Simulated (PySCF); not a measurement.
## Bond curve of PbCl

Set-up: PySCF, scalar-relativistic core potentials, basis sets Pb cc-pVTZ-PP with ECP60, Cl cc-pV(T+d)Z. Energies in eV from Pb + Cl in their ground configurations at the same level. State: ²Π (doublet), unpaired electrons π ↑.

All columns are PBE0. A positive dipole means Pb(−)Cl(+).

```
R (Å)  E (eV)  μ (D)  Mulliken charge on Pb (basis-dependent)  HOMO (eV)  LUMO (eV)  Mayer bond order  ⟨S²⟩
2.128  -2.729  -1.28                                     0.21      -4.30      -2.59              1.25  0.75
2.228  -3.318  -1.96                                     0.27      -4.46      -2.74              1.16  0.75
2.326  -3.633  -2.64                                     0.33      -4.62      -2.89              1.08  0.75
2.401  -3.742  -3.13                                     0.37      -4.73      -3.00              1.03  0.75
2.475  -3.771  -3.62                                     0.40      -4.85      -3.11              0.99  0.75
2.549  -3.740  -4.10                                     0.43      -4.96      -3.22              0.95  0.75
2.648  -3.633  -4.71                                     0.46      -5.11      -3.36              0.91  0.75
2.772  -3.432  -5.46                                     0.49      -5.28      -3.52              0.86  0.75
2.921  -3.136  -6.31                                     0.52      -5.47      -3.71              0.82  0.75
3.119  -2.711  -7.36                                     0.54      -5.71      -3.94              0.78  0.76
```

A fit through these points gives, at Re = 2.470 Å, μ = -3.59 D and dμ/dR = -6.50 D/Å; the reduced mass is 29.94 u.

Q: How strong is the fundamental in the double-harmonic approximation, I = 42.26·(dμ/dR)²/μred km/mol?

A: I = 42.26·(-6.50)²/29.94 = 59.6 km/mol at PBE0.

Spin–orbit coupling is left out, which matters for elements this heavy, above all for dissociation energies. The state was picked by a PBE0 search and need not be the measured ground state.
